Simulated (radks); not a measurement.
All-electron atom: Si I in [Ne] 3s2 3p2 (the NIST ground configuration). Method: scalar-relativistic Kohn-Sham, PBEsol, spin-polarised, spherical densities, finite nucleus; open shells are filled with parallel spins first; Fermi nuclear charge, rms radius 3.1224 fm; computed with a radial shooting solver on a logarithmic mesh with Libxc functionals.

Unscreened Slater integrals over Kohn-Sham orbitals (hartree). They are taken over the spin-up orbitals.

integral,value
"F0(3p,3p)",0.33122
"F2(3p,3p)",0.16506
"F0(3p,3s)",0.36722
"G1(3p,3s)",0.23444
"F0(3p,2p)",0.45659
"F2(3p,2p)",0.061148
"G0(3p,2p)",0.024020
"G2(3p,2p)",0.023009
"F0(3p,2s)",0.45364
"G1(3p,2s)",0.018657
"F0(3s,3s)",0.41753
"F0(3s,2p)",0.55821
"G1(3s,2p)",0.035918
"F0(3s,2s)",0.55527
"G0(3s,2s)",0.028552
"F0(2p,2p)",1.7112
"F2(2p,2p)",0.78385
"F0(2p,2s)",1.6407
"G1(2p,2s)",0.97890
"F0(2s,2s)",1.5954

Derived for the open shells (J is the average intra-shell exchange parameter used in DFT+U). 3p: J = F2/5 = 0.03301 hartree; in LS coupling 1D lies 6 F2/25 = 0.03961 hartree above 3P.
